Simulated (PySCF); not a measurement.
## Orbital picture of In2

ωB97X at R = 3.062 Å; PySCF, scalar-relativistic core potentials, basis sets In def2-SVP with ECP28. State: ³Πu (triplet), unpaired electrons σ ↑, π ↑. Only the outer orbitals are listed.

| spin | orbital | occ. | ε (eV) | main shells (%) |
| --- | --- | --- | --- | --- |
| α | σg | 1 | -13.30 | 93 s |
| α | σu | 1 | -10.61 | 90 s, 10 p |
| α | σg | 1 | -5.98 | 92 p |
| α | πu | 1 | -5.42 | 98 p |
| α | πu | 0 | -0.75 | 99 p |
| α | πg | 0 | 0.24 | 99 p |
| α | πg | 0 | 0.82 | 99 p |
| β | σg | 1 | -12.23 | 97 s |
| β | σu | 1 | -9.76 | 96 s |
| β | πu | 0 | -0.90 | 99 p |
| β | πu | 0 | -0.85 | 100 p |
| β | σg | 0 | -0.74 | 96 p |

Question: Which are the highest filled and the lowest empty level, where do they sit, and how wide is the gap?

Answer: Highest filled α πu at -5.42 eV (in %: 98 p); lowest empty β πu at -0.90 eV (in %: 99 p); the gap at ωB97X is 4.52 eV. Both belong to one degenerate shell, split only by its one-sided filling, so this is no excitation gap.

The bond order (Mayer) is 1.11 and the ⟨S²⟩ is 2.009.

Spin–orbit coupling is left out. The state is the lowest determinant that a PBE0 search found; another state may lie lower at other levels.
